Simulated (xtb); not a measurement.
Harmonic IR lines of one isomer of C₅H₁₁F₃Si, unscaled. Computed with xtb with GFN2-xTB.

```json
[
 {"wavenumber (cm⁻¹)": "509", "relative intensity": "7.4"},
 {"wavenumber (cm⁻¹)": "604", "relative intensity": "3.9"},
 {"wavenumber (cm⁻¹)": "780", "relative intensity": "42"},
 {"wavenumber (cm⁻¹)": "788", "relative intensity": "42"},
 {"wavenumber (cm⁻¹)": "812", "relative intensity": "8.5"},
 {"wavenumber (cm⁻¹)": "1006", "relative intensity": "14"},
 {"wavenumber (cm⁻¹)": "1046", "relative intensity": "15"},
 {"wavenumber (cm⁻¹)": "1055", "relative intensity": "18"},
 {"wavenumber (cm⁻¹)": "1072", "relative intensity": "20"},
 {"wavenumber (cm⁻¹)": "1098", "relative intensity": "3.8"},
 {"wavenumber (cm⁻¹)": "1138", "relative intensity": "3.6"},
 {"wavenumber (cm⁻¹)": "1183", "relative intensity": "11"},
 {"wavenumber (cm⁻¹)": "1206", "relative intensity": "6.0"},
 {"wavenumber (cm⁻¹)": "1230", "relative intensity": "3.9"},
 {"wavenumber (cm⁻¹)": "2268", "relative intensity": "100"},
 {"wavenumber (cm⁻¹)": "2978", "relative intensity": "7.0"},
 {"wavenumber (cm⁻¹)": "2987", "relative intensity": "3.4"},
 {"wavenumber (cm⁻¹)": "2994", "relative intensity": "4.4"},
 {"wavenumber (cm⁻¹)": "3040", "relative intensity": "4.2"}
]
```

Question: Identify which structure gives these lines.
A) `C[C@@H](CC[SiH3])C(F)(F)F`
B) `C[C@@H]([SiH3])[C@H](C)C(F)(F)F`
C) `CCC[C@@H]([SiH3])C(F)(F)F`
D) `C[C@H]([C@@H](C)[SiH3])C(F)(F)F`

Answer: A, `C[C@@H](CC[SiH3])C(F)(F)F`
